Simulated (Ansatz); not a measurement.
Reaction (redistribution): `[F][GeH2][O]C(F)(F)F` + `O[SiH2][SiH](Cl)Cl` → `O[SiH2][GeH2][F]` + `FC(F)(F)O[SiH](Cl)Cl`

Calculated with Ansatz (gas phase, PBE0-D4/def2-TZVP geometries, no zero-point term in ΔE). CBS: MP2 limit from def2 TZ/QZ plus the TZ coupled-cluster correction, frozen cores. DFT in def2-TZVPP. For Ge outer-core shells are correlated without core-valence functions, which leaves a few kJ/mol of doubt a bond. Scalar relativity is left out up to krypton. One conformer a species, not always the lowest.

```tsv
level	ΔE (eV)
PBE0-D4	-0.62
r2SCAN	-0.67
```

(1) What does CCSD(T)/CBS give? (Best estimate.)

Largest T1 diagnostic among the species: 0.012.

## Answers

(1) Ansatz gave: -0.66 eV. The listed levels differ from it by 0.04, -0.01 eV.
